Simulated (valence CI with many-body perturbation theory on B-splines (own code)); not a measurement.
C II: electric-dipole lines

Calculated by relativistic CI+MBPT: three valence electrons over a frozen Dirac-Fock core [He], a basis of 11 s, 11 p, 10 d, 8 f, 5 g, 2 h functions for each j, with the one-electron correlation potential Σ1, the two-electron term Σ2, the three-electron term Σ3, Breit, model QED; selected CI, second order for the rest, scaled by the run's own slope (own B-spline code, finite nucleus).

Against 29 measured levels this calculation errs by 67 cm⁻¹ on average and by 148 at most. These come from a selection out of the NIST Handbook of Basic Atomic Spectroscopic Data. Levels without a partner in it may be off by more.

Lines 151 to 200 of 513 in falling wavelength, among levels below 186677 cm⁻¹, chosen from the strongest by gf and those to the six lowest levels. Wavelengths and rates use the calculated energies, so an error of 70 cm⁻¹ moves a line at 6599 Å by 0.46 % and its rate by three times that or more. Electric multipoles are in the length gauge, E1 and E2 with the static RPA response of the core. Weak lines are less certain than strong ones. Lines between different terms over intervals too small for the method are left out, as are lines whose strength nearly cancels. The highest levels of a list are the least certain.

Names give the largest LS component (configuration and term), which can be under half, so a name can repeat, a term be missing and a line seem to break the LS rules; names also repeat where a configuration has a term twice.

| λ vac (Å) | λ from measured levels | Upper | Lower | A (s⁻¹) | S (a.u.) with core polarisation | S without |
| --- | --- | --- | --- | --- | --- | --- |
| 6798 |  | 2s.2p.3p 4D_5/2 | 2s.2p.3s 4P°_5/2 | 1.06e+07 | 9.87e+00 | 9.87e+00 |
| 6796 |  | 2s.2p.3p 4D_1/2 | 2s.2p.3s 4P°_3/2 | 5.91e+06 | 1.83e+00 | 1.83e+00 |
| 6789 |  | 2s.2p.3p 4D_3/2 | 2s.2p.3s 4P°_3/2 | 1.91e+07 | 1.18e+01 | 1.18e+01 |
| 6785 |  | 2s.2p.3p 4D_1/2 | 2s.2p.3s 4P°_1/2 | 3.00e+07 | 9.24e+00 | 9.24e+00 |
| 6781 |  | 2s.2p.3p 4D_7/2 | 2s.2p.3s 4P°_5/2 | 3.61e+07 | 4.44e+01 | 4.44e+01 |
| 6778 |  | 2s.2p.3p 4D_3/2 | 2s.2p.3s 4P°_1/2 | 1.51e+07 | 9.28e+00 | 9.29e+00 |
| 6778 |  | 2s.2p.3p 4D_5/2 | 2s.2p.3s 4P°_3/2 | 2.54e+07 | 2.34e+01 | 2.34e+01 |
| 6732 |  | 2s2.6p 2P°_1/2 | 2s2.4d 2D_3/2 | 5.36e+06 | 1.61e+00 | 1.61e+00 |
| 6731 |  | 2s2.6p 2P°_3/2 | 2s2.4d 2D_5/2 | 4.82e+06 | 2.90e+00 | 2.90e+00 |
| 6731 |  | 2s2.6p 2P°_3/2 | 2s2.4d 2D_3/2 | 5.35e+05 | 3.22e-01 | 3.22e-01 |
| 6656 |  | 2s.2p.3p 2P_3/2 | 2s.2p.3s 4P°_5/2 | 6.51e+03 | 3.79e-03 | 3.79e-03 |
| 6649 |  | 2s2.6d 2D_3/2 | 2s2.4f 2F°_5/2 | 6.61e+05 | 3.84e-01 | 3.84e-01 |
| 6649 |  | 2s2.6d 2D_5/2 | 2s2.4f 2F°_7/2 | 6.29e+05 | 5.47e-01 | 5.47e-01 |
| 6649 |  | 2s2.6d 2D_5/2 | 2s2.4f 2F°_5/2 | 3.14e+04 | 2.73e-02 | 2.73e-02 |
| 6644 |  | 2s.2p.3p 2P_1/2 | 2s.2p.3s 4P°_3/2 | 1.49e+04 | 4.31e-03 | 4.31e-03 |
| 6636 |  | 2s.2p.3p 2P_3/2 | 2s.2p.3s 4P°_3/2 | 2.27e+04 | 1.31e-02 | 1.31e-02 |
| 6634 |  | 2s.2p.3p 2P_1/2 | 2s.2p.3s 4P°_1/2 | 1.00e+05 | 2.90e-02 | 2.90e-02 |
| 6625 |  | 2s.2p.3p 2P_3/2 | 2s.2p.3s 4P°_1/2 | 4.38e+04 | 2.51e-02 | 2.51e-02 |
| 6599 | 6585 | 2s2.3p 2P°_1/2 | 2s2.3s 2S_1/2 | 3.63e+07 | 1.03e+01 | 1.03e+01 |
| 6594 | 6580 | 2s2.3p 2P°_3/2 | 2s2.3s 2S_1/2 | 3.64e+07 | 2.06e+01 | 2.06e+01 |
| 6582 |  | 2s2.6d 2D_3/2 | 2p3 2P°_3/2 | 1.26e+05 | 7.10e-02 | 7.09e-02 |
| 6581 |  | 2s2.6d 2D_5/2 | 2p3 2P°_3/2 | 7.81e+05 | 6.59e-01 | 6.59e-01 |
| 6574 |  | 2s2.6d 2D_3/2 | 2p3 2P°_1/2 | 6.51e+05 | 3.65e-01 | 3.65e-01 |
| 6486 |  | 2s2.6g 2G_9/2 | 2s2.4f 2F°_7/2 | 2.25e+07 | 3.03e+01 | 3.03e+01 |
| 6486 |  | 2s2.6g 2G_7/2 | 2s2.4f 2F°_7/2 | 8.05e+05 | 8.67e-01 | 8.67e-01 |
| 6486 |  | 2s2.6g 2G_7/2 | 2s2.4f 2F°_5/2 | 2.17e+07 | 2.34e+01 | 2.34e+01 |
| 6320 |  | 2s.2p.3p 4S_3/2 | 2p3 2P°_3/2 | 1.82e+03 | 9.08e-04 | 9.08e-04 |
| 6312 |  | 2s.2p.3p 4S_3/2 | 2p3 2P°_1/2 | 3.43e+02 | 1.70e-04 | 1.70e-04 |
| 6260 |  | 2s2.5d 2D_3/2 | 2s2.4p 2P°_3/2 | 5.65e+05 | 2.74e-01 | 2.74e-01 |
| 6260 |  | 2s2.5d 2D_5/2 | 2s2.4p 2P°_3/2 | 3.39e+06 | 2.46e+00 | 2.46e+00 |
| 6258 |  | 2s2.5d 2D_3/2 | 2s2.4p 2P°_1/2 | 2.82e+06 | 1.36e+00 | 1.36e+00 |
| 6150 |  | 2s2.6f 2F°_5/2 | 2s2.4d 2D_5/2 | 1.45e+06 | 9.97e-01 | 9.97e-01 |
| 6150 |  | 2s2.6f 2F°_7/2 | 2s2.4d 2D_5/2 | 2.17e+07 | 1.99e+01 | 1.99e+01 |
| 6150 |  | 2s2.6f 2F°_5/2 | 2s2.4d 2D_3/2 | 2.03e+07 | 1.39e+01 | 1.39e+01 |
| 5933 |  | 2s2.7s 2S_1/2 | 2p3 2P°_3/2 | 3.98e+05 | 8.19e-02 | 8.19e-02 |
| 5927 |  | 2s2.7s 2S_1/2 | 2p3 2P°_1/2 | 2.01e+05 | 4.14e-02 | 4.14e-02 |
| 5908 | 5893 | 2s2.4p 2P°_1/2 | 2s2.3d 2D_3/2 | 3.39e+07 | 6.90e+00 | 6.90e+00 |
| 5906 | 5891 | 2s2.4p 2P°_3/2 | 2s2.3d 2D_5/2 | 3.05e+07 | 1.24e+01 | 1.24e+01 |
| 5906 | 5891 | 2s2.4p 2P°_3/2 | 2s2.3d 2D_3/2 | 3.39e+06 | 1.38e+00 | 1.38e+00 |
| 5855 |  | 2s2.6d 2D_5/2 | 2s.2p.3s 4P°_3/2 | 1.25e+02 | 7.43e-05 | 7.43e-05 |
| 5700 |  | 2s.2p.3p 4P_1/2 | 2p3 2P°_3/2 | 1.39e+03 | 2.55e-04 | 2.55e-04 |
| 5695 |  | 2s.2p.3p 4P_3/2 | 2p3 2P°_3/2 | 7.75e+02 | 2.83e-04 | 2.83e-04 |
| 5689 |  | 2s.2p.3p 4P_3/2 | 2p3 2P°_1/2 | 1.27e+02 | 4.62e-05 | 4.62e-05 |
| 5662 |  | 2s.2p.3p 4S_3/2 | 2s.2p.3s 4P°_5/2 | 2.78e+07 | 9.95e+00 | 9.96e+00 |
| 5648 |  | 2s.2p.3p 4S_3/2 | 2s.2p.3s 4P°_3/2 | 1.96e+07 | 6.97e+00 | 6.97e+00 |
| 5640 |  | 2s.2p.3p 4S_3/2 | 2s.2p.3s 4P°_1/2 | 1.01e+07 | 3.59e+00 | 3.59e+00 |
| 5508 |  | 2s2.5p 2P°_1/2 | 2s2.4s 2S_1/2 | 3.38e+06 | 5.58e-01 | 5.57e-01 |
| 5506 |  | 2s2.5p 2P°_3/2 | 2s2.4s 2S_1/2 | 3.37e+06 | 1.11e+00 | 1.11e+00 |
| 5374 |  | 2s2.7p 2P°_1/2 | 2s2.4d 2D_3/2 | 3.03e+06 | 4.64e-01 | 4.65e-01 |
| 5373 |  | 2s2.7p 2P°_3/2 | 2s2.4d 2D_5/2 | 2.73e+06 | 8.36e-01 | 8.36e-01 |
